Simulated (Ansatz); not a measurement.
C2H3FInN (`F[C]1([InH2])C=N1`), relaxed with RKS PBE0-D4/def2-TZVP in Ansatz from a GFN2-xTB geometry. The force threshold is 0.005 eV/Å; the program also tests the step.

The species carries charge 0 and has multiplicity 1. In takes the def2 core potential.

Start:

```xyz
8

F    -1.058   -1.505   -0.270
C    -0.571   -0.208   -0.025
In    1.532   -0.369    0.541
C    -1.504    0.853   -0.297
N    -0.687    0.683   -1.235
H     2.175   -1.900    1.001
H     2.489    1.047    0.307
H    -2.376    1.400   -0.022
```

| step | energy (eV) | largest force (eV/Å) | largest move (Å) |
| --- | --- | --- | --- |
| 1 | -11495.9327 | 1.266 | 0.000 |
| 2 | -11496.0164 | 1.049 | 0.195 |
| 3 | -11496.0591 | 0.449 | 0.083 |
| 4 | -11496.0698 | 0.194 | 0.045 |
| 5 | -11496.0721 | 0.138 | 0.024 |
| 6 | -11496.0733 | 0.045 | 0.024 |
| 7 | -11496.0738 | 0.039 | 0.024 |
| 8 (rejected) | -11496.0731 | 0.160 | 0.069 |
| 9 | -11496.0743 | 0.023 | 0.033 |
| 10 (rejected) | -11496.0732 | 0.141 | 0.098 |
| 11 | -11496.0747 | 0.021 | 0.048 |
| 12 | -11496.0748 | 0.044 | 0.050 |
| 13 | -11496.0749 | 0.025 | 0.007 |
| 14 | -11496.0750 | 0.012 | 0.003 |
| 15 | -11496.0750 | 0.023 | 0.004 |
| 16 | -11496.0750 | 0.003 | 0.006 |

End:

```xyz
8

F    -1.170   -1.508   -0.132
C    -0.516   -0.285   -0.189
In    1.533   -0.366    0.500
C    -1.397    0.838   -0.319
N    -0.894    0.502   -1.417
H     2.232   -1.882    0.894
H     2.332    1.155    0.598
H    -2.120    1.546    0.067
```

Hardware: 4 threads of an Arm Neoverse V2 on a shared host. Wall time 53 s, peak host memory 0.5 GiB.
